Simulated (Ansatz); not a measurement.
Geometry optimisation, Ansatz 0.2.0, RKS B3LYP-D4/def2-SVP.

Input file:

```yaml
crystal:
  periodic: [false, false, false]
  atoms:
    - { symbol: B, position_ang: [0.006458, -0.492826, -0.406318] }
    - { symbol: F, position_ang: [-0.009385, 0.160161, 2.024725] }
    - { symbol: F, position_ang: [1.136929, 0.123164, -0.621477] }
    - { symbol: F, position_ang: [-1.137768, 0.065672, -0.694761] }
    - { symbol: Cl, position_ang: [0.04016, -2.233879, 0.144703] }
    - { symbol: H, position_ang: [0.100907, -0.736992, 2.234728] }
basis:
  gaussian: { orbitals: def2-SVP }
hamiltonian:
  xc: b3lyp
  dispersion: d4
relax:
  f_tol: 0.03
  max_steps: 50
output:
  orbitals: {}
```

Command:

```bash
$ ansatz run input.yaml --threads 1 --pin off --max-ram 2048MiB --backend cpu --events-out ev --progress --plain --runs-dir out
```

Problem. Where does it end, and by what steps?

Solution. It converged. After 7 steps the energy has fallen by 0.036 eV; F2 moved furthest, 0.12 Å.

```tsv
step	energy less start (eV)	largest force component (eV/Å)	accepted
0	0.0000	0.959	yes
1	-0.0139	0.662	yes
2	-0.0285	0.356	yes
3	-0.0310	0.229	yes
4	-0.0340	0.166	yes
5	-0.0354	0.075	yes
6	-0.0359	0.033	yes
7	-0.0360	0.013	yes
```

```xyz
6
Properties=species:S:1:pos:R:3
B 0.019 -0.505 -0.346
F 0.013 0.152 1.907
F 1.141 0.118 -0.616
F -1.135 0.063 -0.607
Cl 0.062 -2.220 0.119
H 0.037 -0.723 2.225
```

Whether the end is a true minimum wasn't checked by a vibrational analysis.

Run time: 25 s on 1 thread of Arm Neoverse V1, with other jobs on the host, peak memory 0.15 GiB.
